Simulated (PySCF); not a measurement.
Sb(OH)2(TeH) (H3O2SbTe), SMILES [OH][Sb]([OH])[TeH]. Atoms are numbered in the order given.

```xyz
7

Sb    -0.8043     0.3464     0.8760
O     -2.2665    -0.4824    -0.2351
H     -2.0964    -0.3293    -1.1871
O     -0.7155     2.2227     0.1509
H     -0.3665     2.1956    -0.7646
Te     1.2512    -0.6544    -0.8033
H      2.2776     0.5723    -0.2790
```
Charge 0, spin multiplicity 1.

Coordinates come from a PBE-D3(BJ)/def2-SVP optimisation. The structure was generated by enumeration; whether it is a known compound was not checked. The def2 effective core potentials stand for the cores of Sb, Te; spin–orbit coupling is left out. One conformer was computed; it need not be the lowest.

All values below come from PySCF with PBE/def2-TZVP.

ESP charges are fitted to the potential on shells at 1.4 to 2.0 van der Waals radii. Atomic charges (e):

```json
[
 {"atom": "Sb1", "Mulliken": "0.75", "Löwdin": "0.47", "ESP fit": "0.49"},
 {"atom": "O2", "Mulliken": "-0.60", "Löwdin": "-0.36", "ESP fit": "-0.51"},
 {"atom": "H3", "Mulliken": "0.30", "Löwdin": "0.15", "ESP fit": "0.34"},
 {"atom": "O4", "Mulliken": "-0.59", "Löwdin": "-0.36", "ESP fit": "-0.51"},
 {"atom": "H5", "Mulliken": "0.30", "Löwdin": "0.14", "ESP fit": "0.29"},
 {"atom": "Te6", "Mulliken": "-0.24", "Löwdin": "-0.04", "ESP fit": "-0.17"},
 {"atom": "H7", "Mulliken": "0.07", "Löwdin": "0.01", "ESP fit": "0.07"}
]
```
